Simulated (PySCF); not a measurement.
Predicted microwave data (PBE0/pcSseg-1 in PySCF (dipole) on a GFN2-xTB geometry, gas phase) for one isomer of C7H16N2:

```
Rotational constants : A = 2343, B = 1277, C = 893.9 MHz
Dipole components    : |μa| = 0.67 D, |μb| = 0.95 D, |μc| = 0.80 D
Inertial defect      : -46.12 u·Å²
κ                    : -0.47
```

Question: Which candidate fits, each taken in the one conformer that was computed?
A. `[CH3:1][CH2:2][N:3]1[CH2:4][CH2:5][CH2:6][C@H:7]([CH3:8])[NH:9]1` with C1–C2–N3–C4 -171°, C2–N3–C4–C5 174°, N3–C4–C5–C6 57°, C4–C5–C6–C7 -52°, C5–C6–C7–C8 176°
B. `[CH3:1][CH:2]([CH3:3])[NH:4][N:5]1[CH2:6][CH2:7][CH2:8][CH2:9]1` with C1–C2–N4–N5 169°, C2–N4–N5–C6 -137°, N4–N5–C6–C7 -95°, N5–C6–C7–C8 -10°, C6–C7–C8–C9 -12°, C7–C8–C9–N5 31°
C. `[CH3:1][CH:2]([CH3:3])[N:4]1[NH:5][CH2:6][CH2:7][C@H:8]1[CH3:9]` with C1–C2–N4–N5 -167°, C2–N4–N5–C6 -99°, N4–N5–C6–C7 -37°, N5–C6–C7–C8 31°, C6–C7–C8–C9 -135°

Answer: A. It is CCN1CCC[C@H](C)N1, an asymmetric top, point group C1. The candidates at the same level (rigid rotor, commonest isotopes):

```csv
SMILES,A (MHz),B (MHz),C (MHz),μa (D),μb (D),μc (D),Δ (u·Å²),point group,rotor
CC(C)NN1CCCC1,3328,934.1,839.7,0.46,0.74,0.79,-91.05,C1,near-prolate asymmetric top
CCN1CCC[C@H](C)N1,2343,1277,893.9,0.67,0.95,0.80,-46.12,C1,asymmetric top
CC(C)N1NCC[C@H]1C,2262,1423,1012,1.41,0.17,0.66,-79.49,C1,asymmetric top
```

`CC(C)N1NCC[C@H]1C` has C 13 % too high; `CC(C)NN1CCCC1` has A 42 % too high. No structure here is proved a minimum.
